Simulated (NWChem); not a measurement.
System: SF$_{3}$, doublet; SMILES F[S](F)F

```xyz
4

F     -1.6496     0.1718     0.3011
S      0.0000    -0.0914     0.3531
F      1.6495     0.1718     0.3011
F      0.0000    -0.0234    -1.2413
```
Atoms are numbered in this order, from 1.

Level: PBE0/def2-SVP, spin-unrestricted (NWChem), optimised geometry, unscaled harmonic frequencies. 

List the harmonic frequencies with IR intensities, and the thermochemistry.


| frequency (cm⁻¹) | IR intensity (km/mol) |
|---|---|
| 163 | 8.1 |
| 364 | 15.6 |
| 457 | 2.8 |
| 610 | 10.1 |
| 776 | 430.6 |
| 871 | 102.4 |

- zero-point energy: 4.6 kcal/mol
- thermal correction to the enthalpy at 298.15 K (with zero-point energy): 8.0 kcal/mol
- heat capacity Cv: 13.0 cal/(mol K)
- entropy at 298.15 K and 1 atm (symmetry number 1, electronic part: spin degeneracy alone): 70.7 cal/(mol K)
- dipole moment: 0.96 D

Rigid rotor and harmonic oscillator.
